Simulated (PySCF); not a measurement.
Species: C5H13OPSi.
Geometry (PBE0-D3(BJ)/def2-SVP, Å), atoms numbered from 1 in this order:
```
atom  x, y, z in Å
Si1    3.2620   -0.6047   -0.0511
C2     1.7195    0.4770    0.0566
P3     0.1914   -0.4430    0.5592
C4    -1.1144    0.8504    0.2625
C5    -2.4642    0.1806    0.0261
O6    -2.4805   -0.6147   -1.1283
C7    -1.6555   -1.7461   -1.0590
C8    -0.1709   -1.4000   -0.9954
H9     4.4527    0.2382   -0.3802
H10    3.5047   -1.3013    1.2480
H11    3.1094   -1.6376   -1.1215
H12    1.5703    1.0016   -0.9042
H13    1.9097    1.2463    0.8251
H14   -0.8543    1.4644   -0.6166
H15   -1.1708    1.5154    1.1395
H16   -3.2466    0.9424   -0.1126
H17   -2.7450   -0.4238    0.9144
H18   -1.8665   -2.3367   -1.9635
H19   -1.9320   -2.3713   -0.1838
H20    0.4260   -2.3257   -1.0043
H21    0.1045   -0.8103   -1.8871
```

Theory: TDDFT wB97X-D/def2-SVPD, vertical, gas phase, core orbitals frozen in the response (PySCF 2.14.0, density-fitted response routines).

Transition dipole moments from the ground state, in atomic units and in the frame of the coordinates above (overall signs are arbitrary), for the states with f of 0.002 or more among the lowest 8:

```tsv
state	E (eV)	μx	μy	μz
S1	6.395	-0.515	0.372	0.165
S2	6.458	0.571	0.406	0.218
S3	6.913	0.172	-0.100	-0.089
S4	7.392	0.112	0.227	-0.749
S5	7.503	-0.428	0.109	-0.142
S6	7.517	-0.156	-0.364	0.451
S8	7.906	0.170	0.083	0.072
```

What oscillator strength does each state have?

f = (2/3) ΔE |μ|² with ΔE in hartree (27.2114 eV).

| state | \|μ\|² (au) | \|μ\| (D) | f |
| --- | --- | --- | --- |
| S1 | 0.431 | 1.67 | 0.068 |
| S2 | 0.539 | 1.87 | 0.085 |
| S3 | 0.047 | 0.55 | 0.008 |
| S4 | 0.625 | 2.01 | 0.113 |
| S5 | 0.215 | 1.18 | 0.040 |
| S6 | 0.361 | 1.53 | 0.066 |
| S8 | 0.041 | 0.51 | 0.008 |

What angle do the transition dipoles of S2 and S6 make?

|cos θ| = |μa·μb| / (|μa| |μb|) = 0.31, so θ ≈ 72° (taken between 0 and 90°, since the signs are arbitrary).

How is the summed strength of these states shared among x, y and z?

(2/3) Σ ΔE μα² gives 0.144 for x, 0.087 for y and 0.157 for z, 0.388 in all.

What peak molar absorption coefficient would the strongest computed level give as a lone Gaussian band 0.3 eV wide at half height?

ε(max) = 2.175×10⁸ f / FWHM, with the width in cm⁻¹. S4: 2.175×10⁸ × 0.1133 / 2420 ≈ 10000 L mol⁻¹ cm⁻¹.

All these states lie below the vertical ionisation energy of 8.56 eV (ΔSCF).

One conformer stands for the species.

Without π bonds the low states may be Rydberg-like; a valence basis with one diffuse set may place them up to an eV too high.
